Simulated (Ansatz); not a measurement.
Oligo(EDOT), CF3 ends: binding per atom (eV) at several levels, gas phase, relaxed structures; Ansatz. Binding counts from free atoms in the multiplicity of their measured ground term, without zero-point energy. The structures are stationary points that may keep the symmetry of their start.

```csv
species,state,geometry,PBE-D4/def2-SVP,r2SCAN-D4/def2-SVP,PBE0-D4/def2-SVP
FC(F)(F)c1sc(-c2sc(-c3sc(-c4sc(C(F)(F)F)c5c4OCCO5)c4c3OCCO4)c3c2OCCO3)c2c1OCCO2,singlet,r2SCAN-D4/def2-SVP,5.26,5.03,5.08
C38H24F6O12S6,singlet,PBE-D4/def2-SVP,5.29,5.06,5.11
```

**Question.** Estimate the rows for FC(F)(F)c1sc(-c2sc(-c3sc(C(F)(F)F)c4c3OCCO4)c3c2OCCO3)c2c1OCCO2 (singlet, PBE-D4/def2-SVP geometry).

**Answer.** 
| species | state | geometry | PBE-D4/def2-SVP | r2SCAN-D4/def2-SVP | PBE0-D4/def2-SVP |
| --- | --- | --- | --- | --- | --- |
| FC(F)(F)c1sc(-c2sc(-c3sc(C(F)(F)F)c4c3OCCO4)c3c2OCCO3)c2c1OCCO2 | singlet | PBE-D4/def2-SVP | 5.24 | 5.01 | 5.05 |
